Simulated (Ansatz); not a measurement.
Conformers of C2H6GeO (SMILES C[O][Ge][CH3]), B3LYP-D3(BJ)/def2-TZVP minima from an xTB search, which can miss the lowest.
Conformer 1 (charge 0, multiplicity 1, Z-matrix in Å and degrees):
```
O
C 1 1.4160
H 2 1.0931 1 109.45
H 2 1.0932 3 108.33 1 -119.33
H 2 1.0966 3 108.50 4 -117.59
Ge 1 1.8042 2 122.18 3 121.14
C 6 2.0018 1 93.66 2 178.89
H 7 1.0909 6 111.93 1 168.13
H 7 1.0919 8 109.89 6 122.60
H 7 1.0946 8 108.60 9 117.56
```
Conformer 2 (charge 0, multiplicity 1):
```
atom    x (Å)    y (Å)    z (Å)
----  -------  -------  -------
C      1.5664  -0.1858  -0.0311
O      0.7775  -1.3430  -0.2287
Ge    -0.9949  -1.5280  -0.4605
C     -1.5928   0.4021  -0.3659
H      2.0555  -0.2436   0.9451
H      2.3422  -0.1452  -0.8002
H      0.9836   0.7374  -0.0745
H     -2.6763   0.4506  -0.4877
H     -1.1294   1.0019  -1.1546
H     -1.3318   0.8535   0.5956
```

Correlated levels freeze the cores. Filled d and f shells under p-block atoms count as core. MP2 and its Hartree–Fock in cc-pVQZ are density fitted.

The values were computed with Ansatz (a program for electronic structure) with Gaussian orbitals. Values without a source in brackets are computed.

The energy of conformer 2 above conformer 1 is E(conformer 2) − E(conformer 1). Total energies (hartree):

```csv
level,conformer 2,conformer 1
HF/cc-pVTZ,-2229.5470249,-2229.5498437
MP2/cc-pVTZ,-2230.2413895,-2230.2436280
HF/cc-pVQZ,-2229.5620053,-2229.5648376
MP2/cc-pVQZ,-2230.3038101,-2230.3060475
CCSD(T)/cc-pVTZ,-2230.3069045,-2230.3090582
```

**Question.** Work out the energy of conformer 2 above conformer 1 at the basis-set limit: extrapolate the MP2 correlation part as X⁻³, take Hartree–Fock from the larger set, and add the CCSD(T) − MP2 difference of cc-pVTZ.

**Answer.** 
1. Differences (1 hartree = 627.509 kcal/mol): HF/cc-pVTZ 1.769; MP2/cc-pVTZ 1.405; HF/cc-pVQZ 1.777; MP2/cc-pVQZ 1.404; CCSD(T)/cc-pVTZ 1.351.
2. Correlation parts, MP2 less HF: -0.364 in cc-pVTZ (X = 3), -0.373 in cc-pVQZ (X = 4).
3. Limit (4³·(-0.373) − 3³·(-0.364))/(4³ − 3³) = -0.380; with HF/cc-pVQZ it gives 1.397.
4. CCSD(T) less MP2 in cc-pVTZ: -0.053.
Result: 1.34 kcal/mol, against 1.40 at MP2/cc-pVTZ. It is an estimate of this method's limit, not of the exact value.
